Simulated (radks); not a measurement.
Results of a calculation; reference values are marked as such.
Task: These are the eigenvalues of the occupied orbitals of an atom or ion with whole-number occupations (Ry). Level of theory: scalar-relativistic Kohn-Sham, PBEsol, spin-polarised, spherical densities, finite nucleus; Fermi nuclear charge, rms radius of each element as measured or else 0.836 A^(1/3) + 0.57 fm (a radial shooting solver on a logarithmic mesh with Libxc functionals).

1s: -699.4970
2s: -85.05765
2p: -73.75338
3s: -9.47557
3p: -6.11922
3d: -0.74740
4s: -0.44086

Which element is it, and in what charge state? The configuration may be excited. Open shells, if any, are filled with parallel spins first.

Result: Z = 30, zinc, charge 0: Zn in [Ar] 3d10 4s2. The list shows which subshells hold electrons but not how many an open one holds; the 1s level, -349.75 hartree, gives Z - s = 26.4 by -(Z - s)^2/2, which with screening and relativity narrows Z to a few neighbours, and the depths of the outer levels then fix element, charge and occupations together.
